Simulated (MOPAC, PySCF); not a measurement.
C8H7ClSSi, SMILES `c1(c2c(scc2)ccc1Cl)[SiH3]`, neutral singlet in the gas phase. 

Cartesian coordinates (Å):
SMILES: c1cc(Cl)c([SiH3])c2ccsc12
```xyz
18

Si     2.4727    -0.7345    -0.0270
C      0.8300     0.1930     0.0362
C      0.8284     1.5792     0.1797
Cl     2.3484     2.4217     0.2968
C     -0.3428     2.3511     0.2365
C     -1.5774     1.7318     0.1482
C     -1.6197     0.3432     0.0036
S     -3.0471    -0.6364    -0.1259
C     -2.0905    -2.0707    -0.2557
C     -0.7517    -1.8349    -0.2050
C     -0.4370    -0.4390    -0.0542
H      3.2417    -0.5265     1.2344
H      3.2894    -0.2772    -1.1888
H      2.2075    -2.1951    -0.1826
H     -0.2659     3.4332     0.3500
H     -2.4955     2.3213     0.1912
H     -2.5856    -3.0352    -0.3653
H     -0.0050    -2.6249    -0.2722
```
Charge 0, multiplicity 1.

All levels are single points at this geometry (PBE0-D3(BJ)/def2-SVP); Pople sets use spherical d functions. Orbital energies aren't observables, and empty levels follow the basis.

B3LYP/6-31G* in PySCF gives gap (eV) = 5.04.

### Question
Estimate the gap (eV) from each of these levels: PBE0-D3(BJ)/def2-TZVP in PySCF; ωB97X-D3(BJ)/def2-TZVP in PySCF; PBE/6-31G* in PySCF; HF/STO-3G in PySCF; PM7 in MOPAC.

### Answer

```csv
level,gap (eV)
PBE0-D3(BJ)/def2-TZVP in PySCF,5.25
ωB97X-D3(BJ)/def2-TZVP in PySCF,9.25
PBE/6-31G* in PySCF,3.64
HF/STO-3G in PySCF,12.18
PM7 in MOPAC,7.83
```
